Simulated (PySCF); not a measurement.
[Gd(BH4)2]+: from a saddle point downhill

PySCF 2.14.0, RKS PBE0, Gd lcecp-1-SVP with ECP53, B def2-SVP, H def2-SVP; non-relativistic Hamiltonian with scalar-relativistic core potentials where named; density fitting; no spin-orbit coupling. Relaxed within the symmetry of its start, the geometry (D3d) is

```xyz
11

Gd    0.0000    0.0000    0.0000
B     0.0000    0.0000    2.4374
H     0.0000    0.0000    3.6342
H     0.9985    0.5765    1.9116
H    -0.9985    0.5765    1.9116
H     0.0000   -1.1530    1.9116
B     0.0000    0.0000   -2.4374
H     0.0000    0.0000   -3.6342
H     0.9985   -0.5765   -1.9116
H    -0.9985   -0.5765   -1.9116
H     0.0000    1.1530   -1.9116
```

and its lowest harmonic modes are -172, -80, -80, 540, 545, 589 cm⁻¹ (negative: unstable). It was moved along the lowest mode and relaxed again, within the group D3 that the move left.

Question: Where does it end, and how much lower?

Answer: In D3h, 0.040 eV lower, after 12 steps:
```xyz
11

Gd    0.0000    0.0000    0.0000
B     0.0000    0.0000    2.4356
H     0.0000    0.0000    3.6324
H     1.1536    0.0036    1.9067
H    -0.5799    0.9972    1.9067
H    -0.5736   -1.0008    1.9067
B     0.0000    0.0000   -2.4356
H     0.0000    0.0000   -3.6324
H     1.1536   -0.0036   -1.9067
H    -0.5799   -0.9972   -1.9067
H    -0.5736    1.0008   -1.9067
```

Question: How do the contacts change?

Answer: 
```
      contact  saddle (Å)  end (Å)
 Gd1–H6 (BH4)       2.232    2.229
Gd1–H11 (BH4)       2.232    2.229
 Gd1–H4 (BH4)       2.232    2.229
 Gd1–H9 (BH4)       2.232    2.229
```


Question: Is the end a minimum?

Answer: No, 2 of the modes stay unstable (below −25 cm⁻¹); lowest modes -76, -76, 155, 540, 546, 620 cm⁻¹.

An lcecp potential fixes the number of 4f electrons, so in runs with it no electron can move into or out of that shell.

State: singlet in the valence, with the 4f electrons in the core potential.
